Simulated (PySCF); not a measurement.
Radial density of B (boron, neutral)

UHF, [He] 2s2 2p1, 2P determinant. All numbers are calculated (PySCF 2.14, the spin-free X2C one-electron Hamiltonian (Gaussian nucleus), in Sapporo-DZP-2012).

```csv
r (bohr),4πr²ρ (e/bohr),4πr²(ρα − ρβ)
0.00615,0.03154,0.0000
0.0103,0.08697,0.0000
0.0174,0.2311,0.0000
0.0293,0.5775,0.0000
0.0492,1.345,0.0000
0.0828,2.728,0.0004
0.139,4.462,0.0022
0.234,5.057,0.0118
0.394,3.196,0.0520
0.662,1.083,0.1671
1.11,1.232,0.3792
1.87,1.362,0.4031
3.15,0.4464,0.1599
5.30,0.03262,0.0188
8.92,1.034e-05,0.0000
```

Densities and radii are taken from the X2C orbitals without a picture-change correction, which distorts them close to the nucleus.
